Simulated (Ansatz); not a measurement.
Stepwise reaction of `N[SiH](F)F` with hydrogen chloride, as a gas-phase model of exchange steps in deposition or etching. ΔE in kJ/mol; ΔG adds harmonic PBE0-D4 terms to CCSD(T)/CBS, at 1 bar.

Gas-phase electronic energies from Ansatz, PBE0-D4/def2-TZVP geometries. CCSD(T)/CBS is the MP2 limit (def2-TZVPP, def2-QZVPP) plus CCSD(T) − MP2 in def2-TZVPP, frozen cores. This one scheme is used for every species. DFT in def2-TZVPP. B3LYP here is the variant with VWN-RPA as its local correlation; programs differ in this. One conformer a species, not always the lowest.

| step | reaction | PBE-D4 | B3LYP-D4 | ωB97M-V | CCSD(T)/CBS | ΔG(500 K) |
| --- | --- | --- | --- | --- | --- | --- |
| 1 | `N[SiH](F)F` + HCl → `N[SiH](F)Cl` + H–F | 41.6 | 51.9 | 49.9 | 48.8 | 54.6 |
| 2 | `N[SiH](F)Cl` + HCl → `N[SiH](Cl)Cl` + H–F | 41.5 | 51.6 | 50.7 | 47.6 | 52.6 |

By hand: ΔE of the 2 steps together at CCSD(T)/CBS.

(48.8) + (47.6) = 96.4 kJ/mol, or 48.2 kJ/mol a step.

In ΔE the steps differ by no more than 1.2 kJ/mol. All are uphill at CCSD(T)/CBS. ΔG lies between 52.6 and 54.6 kJ/mol a step. PBE-D4 differs from CCSD(T)/CBS by -7.2 to -6.1 kJ/mol a step. Isolated molecules leave out the surface, adducts and barriers. Largest T1 diagnostic: 0.011.
